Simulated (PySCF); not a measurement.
# Broadened absorption spectrum of CH6AsB

CH6AsB.
Z-matrix (Å and degrees, PBE0-D3(BJ)/def2-SVP geometry), rows numbered from 1:
```
C 
B   1  1.5587
As  2  2.0047  1  123.53
H   1  1.0992  2  116.07  3    -7.85
H   1  1.1021  2  112.59  3  -135.77
H   1  1.1088  2  104.98  3   110.39
H   2  1.2117  1  120.05  3   174.93
H   3  1.5188  2   98.97  1   -39.72
H   3  1.5168  2   98.73  1  -138.00
```

Theory: PySCF 2.14.0, density-fitted response routines, TDDFT CAM-B3LYP/def2-SVPD, vertical, gas phase, core orbitals frozen in the response. Relativistic effects, spin–orbit coupling among them, are left out although an element past zinc is present.

Computed states:

| state | E (eV) | f |
| --- | --- | --- |
| S1 | 4.66 | 0.048 |
| S2 | 6.12 | 0.036 |
| S3 | 6.35 | 0.055 |
| S4 | 6.37 | 0.025 |
| S5 | 6.58 | 0.073 |
| S6 | 7.46 | 0.243 |
| S7 | 7.69 | 0.018 |
| S8 | 8.07 | 0.0030 |
| S9 | 8.14 | 0.0089 |
| S10 | 8.23 | 0.040 |

Broadening: Gaussians 0.4 eV wide at half height, area fixed by f = 4.319×10⁻⁹ ∫ε dν̃. The width is an assumption, not a result. The curve ends short of the highest state used, and states not computed would add to its high-energy end.

(1) What does the envelope look like, and where are its maxima?

(2) On this curve, what absorbance would a 10⁻³ mol/L sample give at 222 nm over a 1 cm path?

(3) Coming from long wavelengths, where does ε first pass 100 L mol⁻¹ cm⁻¹?

## Answers

(1) 
```csv
E (eV),ε (L mol⁻¹ cm⁻¹)
4.06,6
4.21,97
4.37,755
4.52,2300
4.68,3194
4.84,1826
4.99,483
5.15,50
5.30,3
5.46,1
5.61,25
5.77,289
5.92,1377
6.08,3846
6.23,6654
6.39,8540
6.54,7852
6.70,4593
6.85,1551
7.01,697
7.16,3426
7.32,11727
7.47,16936
7.63,11199
```

Maxima: 266 nm (4.66 eV), ε about 3200, made up of S1 (100%); 193 nm (6.43 eV), ε about 8600, made up of S3 (39%), S4 (19%) and S5 (37%); 166 nm (7.47 eV), ε about 17000, made up of S6 (97%) (ε in L mol⁻¹ cm⁻¹; maxima over ε = 5, shares over 10%).

(2) 222 nm is 5.585 eV, where ε is about 16 L mol⁻¹ cm⁻¹, so A = ε c l ≈ 0.016 (Beer–Lambert, with the gas-phase spectrum and the assumed width).

(3) At about 294 nm (4.21 eV), 0.45 eV below S1.

The vertical ionisation energy (ΔSCF) is 9.39 eV, 1.17 eV above S10.

One conformer stands for the species.
